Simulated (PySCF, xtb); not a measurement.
Al(Me)(SH)2 (CH₅AlS₂), SMILES [Al]([SH])([SH])[CH3]. Other conformers were not sampled.

Harmonic wavenumbers (cm⁻¹) from GFN2-xTB (xtb) at its own minimum, in rising order: 21, 98, 108, 146, 160, 173, 384, 473, 514, 522, 559, 623, 670, 1289, 1431, 1439, 2365, 2376, 2930, 2937, 2943.

Question: What does PBE-D3(BJ)/def2-SVP run with PySCF give at its own minimum? (An estimate is asked for; the answer gives what the named calculation found.)

Answer: 4, 136, 137, 167, 181, 257, 377, 514, 566, 615, 638, 686, 712, 1164, 1373, 1376, 2621, 2624, 2971, 3066, 3080. Paired by order, the mean absolute difference is 78 cm⁻¹ and the zero-point energies are 31.7 and 33.3 kcal/mol.
